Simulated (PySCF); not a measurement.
# One molecule, several mistakes: AlBC2H7 cation

All numbers below are calculated, not measured. The program is PySCF 2.14.0, an open-source quantum chemistry code, run on an isolated molecule that a program drew, which may never have been made. The molecule is AlBC2H7 cation (charge +1, singlet), drawn as the SMILES string `[BH+][CH](C)[AlH2]`.

Each row is a Hartree-Fock (HF) and frozen-core CCSD(T) single point in the cc-pV(D+d)Z basis, meant for a local HF minimum. Run 1 is clean. Each other run has one planted mistake out of seven kinds, and not every kind appears here: one electron removed, one electron added, multiplicity raised by two, geometry at a saddle point, minimal basis STO-3G, one bond length entered in bohr, all coordinates scaled. The reference is restricted for singlets and unrestricted otherwise, and also for a bond in bohr. Adding or removing an electron swaps singlet and doublet. Electrons count all cores. HOMO and LUMO are orbital energies over both spins, the gradient is its largest component, and the lowest frequency (negative if imaginary) is given only where the gradient is small. Bond lengths are over the 10 bonds as drawn. T1 is the CCSD diagnostic: over 0.02 (restricted) or 0.045 (unrestricted) a single reference is doubtful.

Geometry of the clean run:
```xyz
11
AlBC2H7 cation, angstrom
B    -1.5392   -0.4538   -0.2609
C    -0.5969   -0.9366    0.6957
C    -0.1201   -0.1074    1.9170
Al   -1.5158   -2.7744    1.3051
H    -2.3590   -0.1325   -1.0382
H     0.2135   -1.4556    0.1509
H    -0.9463    0.4353    2.3739
H     0.3190   -0.7555    2.6722
H     0.6337    0.6099    1.5975
H    -1.1970   -3.0566    2.7992
H    -2.2536   -3.5435    0.1668
```

| run | electrons | basis functions | <S^2> | HOMO (eV) | LUMO (eV) | gradient (hartree/bohr) | lowest frequency (cm^-1) | mean bond (Å) | longest bond (Å) | T1 | HF (hartree) | CCSD(T) (hartree) | mistake |
|---|---|---|---|---|---|---|---|---|---|---|---|---|---|
| 1 | 36 | 100 | 0.000 | -16.06 | -3.83 | 2.9e-05 | 103 | 1.3780 | 2.143 | 0.0128 | -346.12370 | -346.60269 | no fault |
| 2 | 37 | 100 | 0.766 | -6.17 | 0.89 | 4.3e-02 | - | 1.3780 | 2.143 | 0.0138 | -346.30576 | -346.79985 | one electron added |
| 3 | 36 | 100 | 0.000 | -16.83 | -3.68 | 7.0e-02 | - | 1.2526 | 1.948 | 0.0109 | -346.03079 | -346.49754 | all coordinates scaled |
| 4 | 36 | 100 | 2.022 | -12.40 | -7.26 | 8.8e-02 | - | 1.3780 | 2.143 | 0.0201 | -345.98791 | -346.44643 | ? |

**Which mistake was planted in run 4, and what did it cost?**

Electrons, basis and geometry are unchanged, and <S^2> is 2.022, beside S(S+1) = 2.00 for a multiplicity of 3. So the mistake is: multiplicity raised by two. Subtracting run 1 and multiplying by 627.51 kcal/mol a hartree, the energy moved by 85.2 kcal/mol in HF and 98.1 kcal/mol in CCSD(T).

